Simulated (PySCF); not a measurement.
CH3Si, SMILES [Si]C (connectivity only; charge and spin as stated), charge +1, multiplicity 1.

The structure is a stationary point at PBE0-D3(BJ)/def2-TZVP. The spin state was assumed, not searched. The isomer is the one that the SMILES or the coordinates give; other isomers of the formula were not compared.

These are PySCF with CAM-B3LYP/def2-TZVPD values and carry that method's errors.

Problem. Estimate the frontier levels, gap, dipole moment and polarisability. (Estimate from the structure and the level; the computed values follow.)

Solution. 
- highest occupied level: -15.71 eV
- lowest empty level: -8.09 eV
- orbital gap: 7.62 eV
- dipole moment about the centre of nuclear charge: 0.62 D
- mean static polarisability: 32.5 bohr³ (4.81 Å³)
- polarisability, principal values: 29.5, 29.5, 38.4 bohr³
